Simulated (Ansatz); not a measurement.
The cluster B₂N₂⁻ (the lowest doublet isomer of a short search), 4 atoms. Hardware: 4 threads of Arm Neoverse V2 on a shared host.

Correlated methods freeze 4 core orbitals.

Q: How many basis functions does each of these Ansatz runs have, and roughly what does it cost? LDA (SPW92)/def2-TZVPD, charge -1 quartet, energy, from earlier orbitals; CCSD(T)/def2-TZVPPD, charge -1 quartet, energy, from earlier orbitals; B97M-V/def2-TZVPD, charge -1 quartet, energy, from earlier orbitals; PBE0-D4/def2-TZVPD, charge 0 singlet at the geometry of the charge -1 doublet, energy, from earlier orbitals; r2SCAN-D4/def2-TZVPD, charge -1 quartet, energy, from earlier orbitals; PBE-D4/def2-TZVPD, charge 0 triplet at the geometry of the charge -1 doublet, energy, from earlier orbitals; PBE0-D4/def2-SVP, charge -1 doublet, energy with a search over starts; r2SCAN-D4/def2-TZVPD, charge 0 triplet at the geometry of the charge -1 doublet, energy, from earlier orbitals; RPA@PBE/def2-TZVPD, charge -1 quartet, energy, from earlier orbitals; HF/def2-TZVPD, charge -1 doublet, energy, from earlier orbitals; MP2/def2-TZVPD, charge -1 doublet, energy, from earlier orbitals; HF/STO-3G, charge -1 quartet, energy.

A: Other jobs shared the machine, so times can vary by a factor of up to 3. A dash marks memory too small to be measured apart from the calling script's.

```
                                                                                                           run  functions  fitting or Cholesky vectors  wall time  peak host memory (GiB)
                                                                          HF/STO-3G, charge -1 quartet, energy         20                          265      0.1 s                       –
  PBE0-D4/def2-TZVPD, charge 0 singlet at the geometry of the charge -1 doublet, energy, from earlier orbitals        148                          688      1.6 s                       –
                                               HF/def2-TZVPD, charge -1 doublet, energy, from earlier orbitals        148                          876      1.9 s                       –
                                      LDA (SPW92)/def2-TZVPD, charge -1 quartet, energy, from earlier orbitals        148                          688      1.9 s                       –
   PBE-D4/def2-TZVPD, charge 0 triplet at the geometry of the charge -1 doublet, energy, from earlier orbitals        148                          688      4.6 s                       –
                                         PBE0-D4/def2-SVP, charge -1 doublet, energy with a search over starts         56                          572      6.5 s                       –
                                        r2SCAN-D4/def2-TZVPD, charge -1 quartet, energy, from earlier orbitals        148                          688      8.5 s                       –
r2SCAN-D4/def2-TZVPD, charge 0 triplet at the geometry of the charge -1 doublet, energy, from earlier orbitals        148                          688       14 s                       –
                                         CCSD(T)/def2-TZVPPD, charge -1 quartet, energy, from earlier orbitals        148                          936       16 s                     1.5
                                              MP2/def2-TZVPD, charge -1 doublet, energy, from earlier orbitals        148                          938       18 s                       –
                                           B97M-V/def2-TZVPD, charge -1 quartet, energy, from earlier orbitals        148                          688       20 s                       –
                                          RPA@PBE/def2-TZVPD, charge -1 quartet, energy, from earlier orbitals        148                          936       22 s                       –
```
